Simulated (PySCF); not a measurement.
AgI, charge -1, multiplicity 2. Atoms are numbered in the order given.

```xyz
2

Ag     0.0000     0.0000    -1.5093
I      0.0000     0.0000     1.3384
```
Charge -1, spin multiplicity 2.

Geometry optimised at B3LYP-D3(BJ)/def2-TZVPD. The multiplicity is an assumed one; other spin states were not compared. The def2 effective core potentials stand for the cores of Ag, I; spin–orbit coupling is left out.

Level of theory: PySCF with PBE0/def2-TZVPD.

Mulliken values depend strongly on the basis, most of all with diffuse functions as here. ESP charges are fitted to the potential on shells at 1.4 to 2.0 van der Waals radii. Atomic charges (e):

| atom | ESP fit | Mulliken | Mulliken spin |
|---|---|---|---|
| Ag1 | ? | -0.36 | 0.90 |
| I2 | ? | -0.64 | 0.10 |

Q: Complete the blanks. (Estimate from the structure and the level; the computed values follow.)

A: 
- Ag1, ESP fit: -0.39
- I2, ESP fit: -0.61
